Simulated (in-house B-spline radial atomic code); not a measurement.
BSE on G0W0@HF excitations of the potassium ion K⁷⁺

Method: BSE on G0W0@HF. Computed with an all-electron radial atomic-structure program (B-spline basis): linear response of the closed shell [Ne] 3s2 with a statically screened interaction on G0W0 levels; non-relativistic, point nucleus, no spin-orbit coupling, no double excitations, S, P, D and F terms only.

Command:
```bash
python run_td.py task.json out
```
Settings (radii: box in bohr, nucleus in fm):
```
Z                        19
electrons                12
configuration            [Ne] 3s2
hamiltonian              nr
method                   bse
box_radius               12.81
intervals                50
```

Time taken, with all properties: 0.5 s on 1 thread of Intel(R) Xeon(R) Platinum 8375C CPU @ 2.90GHz (Ice Lake), with other jobs on the host.

The lowest states, in the order of their Tamm-Dancoff energies; the method's threshold (minus the highest G0W0 level) is 154.52 eV. Labels give the largest channel, * marks a mixed state, and oscillator strengths are full-response dipole values. Energies in eV:

```json
{"state": "3s → 3p 3P", "full response": "14.854", "Tamm-Dancoff": "15.186", "oscillator strength": "-"}
{"state": "3s → 3p 1P", "full response": "23.771", "Tamm-Dancoff": "24.798", "oscillator strength": "1.07"}
{"state": "3s → 3d 3D", "full response": "46.25", "Tamm-Dancoff": "46.29", "oscillator strength": "-"}
{"state": "3s → 3d 1D", "full response": "50.33", "Tamm-Dancoff": "50.39", "oscillator strength": "-"}
{"state": "3s → 4s 3S", "full response": "78.75", "Tamm-Dancoff": "78.77", "oscillator strength": "-"}
{"state": "3s → 4s 1S", "full response": "80.81", "Tamm-Dancoff": "80.84", "oscillator strength": "-"}
{"state": "3s → 4p 3P", "full response": "86.30", "Tamm-Dancoff": "86.31", "oscillator strength": "-"}
{"state": "3s → 4p 1P", "full response": "?", "Tamm-Dancoff": "?", "oscillator strength": "?"}
{"state": "3s → 4d 3D", "full response": "95.88", "Tamm-Dancoff": "95.88", "oscillator strength": "-"}
{"state": "3s → 4d 1D", "full response": "96.32", "Tamm-Dancoff": "96.33", "oscillator strength": "-"}
{"state": "3s → 4f 3F", "full response": "99.34", "Tamm-Dancoff": "99.35", "oscillator strength": "-"}
{"state": "3s → 4f 1F", "full response": "100.10", "Tamm-Dancoff": "100.10", "oscillator strength": "-"}
{"state": "3s → 5s 3S", "full response": "109.61", "Tamm-Dancoff": "109.62", "oscillator strength": "-"}
{"state": "3s → 5s 1S", "full response": "110.29", "Tamm-Dancoff": "110.30", "oscillator strength": "-"}
{"state": "3s → 5p 3P", "full response": "113.07", "Tamm-Dancoff": "113.08", "oscillator strength": "-"}
{"state": "3s → 5p 1P", "full response": "113.38", "Tamm-Dancoff": "113.39", "oscillator strength": "0.0865"}
{"state": "3s → 5d 3D", "full response": "117.56", "Tamm-Dancoff": "117.56", "oscillator strength": "-"}
{"state": "3s → 5d 1D", "full response": "?", "Tamm-Dancoff": "?", "oscillator strength": "-"}
{"state": "3s → 5f 3F", "full response": "119.26", "Tamm-Dancoff": "119.26", "oscillator strength": "-"}
{"state": "3s → 5f 1F", "full response": "119.61", "Tamm-Dancoff": "119.61", "oscillator strength": "-"}
```

Task: Where does 3s → 4p 1P lie?

Result: At 87.16 eV in full response, 87.19 eV in Tamm-Dancoff, oscillator strength 0.234.

Task: Where does 3s → 5d 1D lie?

Result: At 117.73 eV in full response, 117.73 eV in Tamm-Dancoff.

Task: How large is the singlet-triplet splitting of 3s → 3p (P terms) in Tamm-Dancoff?

Result: 9.61 eV, from the unrounded values.

Task: What polarisabilities and dispersion coefficient does the method give?

Result: Dipole 1.466 bohr³, quadrupole 0.975 bohr⁵, C6 1.518 hartree·bohr⁶ for two such species.
